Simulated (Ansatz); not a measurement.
BFH$_{4}$OSi, SMILES `OB(F)[SiH3]`. The species carries charge 0 and has multiplicity 1. Geometry: relaxed with PBE0-D4/def2-TZVP. It is one conformer, not always the lowest.

```xyz
8

O     0.963   -0.290   -1.705
B    -0.127   -0.435   -0.923
F    -1.143   -1.094   -1.469
Si   -0.310    0.271    0.981
H     1.680    0.190   -1.285
H    -0.556   -0.846    1.931
H     0.938    0.974    1.395
H    -1.443    1.231    1.076
```

Task: What is the dipole moment at PBE/def2-TZVPP? (An estimate is asked.)

Result: The calculation gave: 1.98 D, with components (1.53, 0.98, 0.79) D in this frame, pointing from negative to positive charge.

Task: And with r2SCAN, B3LYP, ωB97M-V? (Estimate.)

Result: Computed: r2SCAN 2.04 D, B3LYP 2.11 D, ωB97M-V 2.10 D.

Task: Give the Mulliken charges with PBE, r2SCAN, B3LYP in def2-TZVPP. (Best estimate.)

Result: Computed: 
```csv
atom,PBE,r2SCAN,B3LYP
O1,-0.20,-0.27,-0.23
B2,0.33,0.40,0.39
F3,-0.20,-0.26,-0.24
Si4,0.00,0.12,0.07
H5,0.21,0.22,0.21
H6,-0.04,-0.06,-0.06
H7,-0.06,-0.08,-0.08
H8,-0.04,-0.06,-0.06
```

B3LYP here is the variant with VWN-RPA as its local correlation; programs differ in this.
